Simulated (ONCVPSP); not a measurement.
# Which change was made? (S, ONCV)

ONCVPSP 4.0.1 input, shortened (lines: element, Z, core and valence counts, functional; n l f; lmax; l rc ep ncon nbas qcut; lloc lpopt rc5 dvloc0; l nproj debl; icmod fcfact rcfact), LDA (Perdew-Wang 92), scalar-relativistic:

```
  S 16.00    3    2  -001012      upf
    1    0    2.00
    2    0    2.00
    2    1    6.00
    3    0    2.00
    3    1    2.50
    2
    0    1.45    0.00    4    7    5.60
    1    1.10    0.00    3    7    6.90
    2    1.55    0.29    3    7    7.20
    4    2    1.10    0.00
    0    2    2.10
    1    2    3.20
    2    3    2.90
    3    3.75    1.65
```

In the d channel the program set the typed energies aside and used 0.050, 2.950, 5.850 Ha.

Cutoffs, loose and tight: the cutoffs (Ha) at which the residual kinetic energy of the hardest occupied pseudo-wave falls to 1 and 0.1 mHa per electron. They do not see the model core or the augmentation charge, which bear on the density cutoff. Test errors are all-electron minus pseudo excitation energies from the reference, over the configurations 3s2 3p4; 3s2 3p3; 3s2 3p2; 3s2 3p3.5; variants that change the core or the reference have their own tests.

The base gives: outcome: generated, projector energies reset by the program; cutoff, loose: 26 Ha; cutoff, tight: 141 Ha; bound ghosts: none; GHOST(+) flags above zero: p; largest test error (meV): -3.3.

(1) After one change the result is: outcome: generated, projector energies reset by the program; cutoff, loose: 26 Ha; cutoff, tight: 141 Ha; bound ghosts: none; GHOST(+) flags above zero: s, p; largest test error (meV): +4.4. Which change was it?
A. s: qcut 6.7; p: qcut 8.3; d: qcut 8.6
B. s: rc 1.88
C. core correction Teter function, fcfact 3.75, rcfact 1.12

## Answers

(1) B. The others give: core correction Teter function, fcfact 3.75, rcfact 1.12 → outcome: generated, projector energies reset by the program; cutoff, loose: 26 Ha; cutoff, tight: 141 Ha; bound ghosts: none; GHOST(+) flags above zero: p; largest test error (meV): +13 | s: qcut 6.7; p: qcut 8.3; d: qcut 8.6 → outcome: generated, projector energies reset by the program; cutoff, loose: 29 Ha; cutoff, tight: 126 Ha; bound ghosts: p; GHOST(+) flags above zero: none; largest test error (meV): -4.1.
